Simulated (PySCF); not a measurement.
## Substituent effects on chemical shifts

Parent skeleton `[SiH3:1][SiH3:2]`; one hydrogen on atom 1 is replaced by X. Hydrogens on one atom are averaged.

Fast rotation and ring inversion assumed for equivalent nuclei, non-relativistic, in vacuum, a single conformation. PBE0-D3(BJ)/def2-SVP structure; NMR shieldings at PBE0/pcSseg-1/GIAO; PySCF.

δ = σ(ref) − σ, references computed at the same level: TMS for 29Si (σ = 351.99 ppm), 1H (σ = 31.27 ppm).

Parent (X = H): Si1 -107.7, Si2 -107.7, H(Si1) 3.57, H(Si2) 3.57 ppm. Effects are Δδ = δ(X) − δ(H), positive for deshielding.

(1) Order these by the shift of Si1, most shielded first.
A. X = iPr
B. X = cPent
C. X = C(S)CH3
D. X = Cl
E. X = BF2
F. X = CHO

(2) Order these by the shift of H(Si1), most shielded first.
A. X = BF2
B. X = Cl
C. X = BCl2
D. X = C(S)CH3
E. X = cPent
F. X = CHO

## Answers

(1) E (-15.5 ppm), F (+29.1 ppm), C (+39.3 ppm), B (+42.5 ppm), A (+51.4 ppm), D (+86.9 ppm).

(2) A (-0.26 ppm), C (+0.14 ppm), E (+0.45 ppm), F (+0.66 ppm), D (+1.13 ppm), B (+1.69 ppm).
